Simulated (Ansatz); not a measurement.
Basis sets compared for Al2P2⁺ (the lowest doublet isomer of a short search). Charge 1, multiplicity 2. Geometry B3LYP-D4/def2-TZVP. Ansatz on 4 threads of Arm Neoverse V1 on a shared host; times are rough, and most runs start from earlier orbitals.

```xyz
4

Al    1.682    1.371   -0.359
Al   -1.682   -1.371    0.359
P     0.494   -0.381    0.861
P    -0.494    0.381   -0.861
```

The structure comes from a short search, and lower isomers may exist.

```
           level  functions  energy (Eh)  HOMO (eV)  LUMO (eV)  wall time
 PBE-D4/def2-SVP         72   -1166.3719     -10.17      -9.30      1.1 s
PBE0-D4/def2-SVP         72   -1166.4593     -11.06      -8.73      1.3 s
```

Task: Estimate the rows for PBE-D4/def2-TZVP, PBE0-D4/def2-TZVP.

Result: 
| level | functions | energy (Eh) | HOMO (eV) | LUMO (eV) | wall time |
| --- | --- | --- | --- | --- | --- |
| PBE-D4/def2-TZVP | 148 | -1166.7819 | -10.11 | -9.23 | 2.2 s |
| PBE0-D4/def2-TZVP | 148 | -1166.8659 | -11.00 | -8.64 | 3.1 s |
